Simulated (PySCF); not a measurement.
Compound: C4H9ClOSi2.
Numbering: `[CH2:1]=[C:2]1[CH2:3][SiH2:4][O:5][Si@:6]1([CH3:7])[Cl:8]` (hydrogens: H9, H10 on C1; H11, H12 on C3; H13, H14 on Si4; H15, H16, H17 on C7)

The geometry is computed with GFN2-xTB (gas phase).

**Question.** Give the optimised bond lengths and angles.

**Answer.** 
| bond | length (Å) | order |
| --- | --- | --- |
| C1=C2 | 1.326 | double |
| C2–C3 | 1.510 | single |
| C3–Si4 | 1.910 | single |
| Si4–O5 | 1.640 | single |
| O5–Si6 | 1.639 | single |
| Si6–C7 | 1.891 | single |
| Si6–Cl8 | 2.016 | single |
| C2–Si6 | 1.894 | single |
| C1–H9 | 1.077 | single |
| C1–H10 | 1.080 | single |
| C3–H11 | 1.090 | single |
| C3–H12 | 1.094 | single |
| Si4–H13 | 1.459 | single |
| Si4–H14 | 1.456 | single |
| C7–H15, C7–H16, C7–H17 | 1.085 | single |

Bonds in one row agree within 0.01 Å and their mean is given. Orders are formal, as drawn. A selection of angles:
| angle | degrees |
| --- | --- |
| C2–C1–H9 | 121.8 |
| C2–C1–H10 | 122.1 |
| H9–C1–H10 | 116.1 |
| C1–C2–C3 | 122.5 |
| C1–C2–Si6 | 126.0 |
| C3–C2–Si6 | 111.4 |
| C2–C3–Si4 | 107.7 |
| C2–C3–H11 | 110.6 |
| C2–C3–H12 | 108.0 |
| Si4–C3–H11 | 114.7 |
| Si4–C3–H12 | 109.4 |
| H11–C3–H12 | 106.3 |
| C3–Si4–O5 | 99.5 |
| C3–Si4–H13 | 113.6 |
| C3–Si4–H14 | 114.0 |
| O5–Si4–H13 | 106.0 |
| O5–Si4–H14 | 106.0 |
| H13–Si4–H14 | 115.7 |
| Si4–O5–Si6 | 120.1 |
| O5–Si6–C7 | 109.9 |
| O5–Si6–Cl8 | 107.4 |
| C7–Si6–Cl8 | 111.0 |
| C2–Si6–O5 | 98.2 |
| C2–Si6–C7 | 116.2 |
| C2–Si6–Cl8 | 113.1 |
| Si6–C7–H15 | 111.5 |
| H15–C7–H16 | 108.1 |

Dihedral angles: C1–C2–C3–Si4 158° (antiperiplanar); C2–C3–Si4–O5 15° (synperiplanar); C3–Si4–O5–Si6 -5° (synperiplanar); Si4–O5–Si6–C7 -126° (anticlinal); C1–C2–Si6–O5 -161° (antiperiplanar).

The 2 C–C bonds span 1.326 Å (C1=C2, drawn double) to 1.510 Å (C2–C3, drawn single), a spread of 0.184 Å. The 5-membered ring C2–C3–Si4–O5–Si6 has internal angles of 98.2° to 120.1°; it is puckered, 0.09 Å rms from its mean plane, widest ring torsion 18°. Si4 (oxygen-bound silicon) is distorted tetrahedral (angles from 99.5° to 115.7°). Si6 (chlorine-bound silicon) is distorted tetrahedral (angles from 98.2° to 116.2°).

Point group: C1 (no symmetry element, even within 0.4 Å). No frequency check. The numbers are those of one conformer.
